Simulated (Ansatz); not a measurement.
A run on `O=C1C[AsH]1` with other settings.

```yaml
crystal:
  periodic: [false, false, false]
  atoms:
    - {symbol: O, position_ang: [-0.433281, -1.914974, 0.573399]}
    - {symbol: C, position_ang: [-0.346013, -0.770394, 0.297150]}
    - {symbol: C, position_ang: [0.457401, 0.418711, 0.457121]}
    - {symbol: As, position_ang: [-1.083242, 0.709312, -0.854388]}
    - {symbol: H, position_ang: [1.491510, 0.407195, 0.126416]}
    - {symbol: H, position_ang: [0.278936, 0.980111, 1.370859]}
    - {symbol: H, position_ang: [-0.304011, 0.101937, -2.016157]}
basis:
  gaussian: {orbitals: def2-TZVPD}
total_charge: 1
magnetization: {spin_polarized: true, initial_magnetization: 1}
hamiltonian: {xc: {name: PBEsol}, dispersion: d4}
accuracy: high
output: {forces: true}
```

```sh
$ ansatz run in.yaml --threads 2 --pin off --events-out ev --progress --plain --max-ram 4352MiB
```

Shortened log:

```
Functional definition: PBEsol
3094 factors; integrals over basis functions are off by at most 4.7e-9 eV
mean field evaluation 1: about -64887.6598 eV, gradient 9.1e1 eV
mean field evaluation 2: about -64332.7420 eV, gradient 2.4e2 eV
mean field evaluation 4: about -64881.6129 eV, gradient 1.0e2 eV
mean field evaluation 8: about -64930.8456 eV, gradient 1.3e0 eV
mean field evaluation 16: about -64930.8592 eV, gradient 7.8e-4 eV
mean field -64930.85920123 eV, -2386.1650639282 hartree, gradient 4.0e-8 eV, S^2 0.752990; 1 other end points of the search recorded, 0 dependent functions left out
reference -64930.85920604 eV, -2386.1650641049 hartree; 28, 27 occupied and 167, 168 virtual orbitals, 3094 factors
Total energy: -64930.89719647 eV, -2386.1664602276 hartree
Atom 0 at    -0.433281    -1.914974     0.573399 Å, force    -0.430823     1.043395    -0.713432 eV/Å
Atom 1 at    -0.346013    -0.770394     0.297150 Å, force     1.211056    -2.134046     1.785560 eV/Å
Atom 2 at     0.457401     0.418711     0.457121 Å, force    -0.807225     0.579281    -0.947318 eV/Å
Atom 3 at    -1.083242     0.709312    -0.854388 Å, force    -0.303738     0.802890    -0.199501 eV/Å
Atom 4 at     1.491510     0.407195     0.126416 Å, force     0.448300    -0.312872    -0.197375 eV/Å
Atom 5 at     0.278936     0.980111     1.370859 Å, force    -0.269897     0.109289     0.490460 eV/Å
Atom 6 at    -0.304011     0.101937    -2.016157 Å, force     0.152327    -0.087936    -0.218393 eV/Å
Dipole moment:     0.376003     0.220574     0.091349 e Å
```

Run time 21 s (2 threads of an Arm Neoverse V2 on a shared host); peak host memory 0.92 GiB.
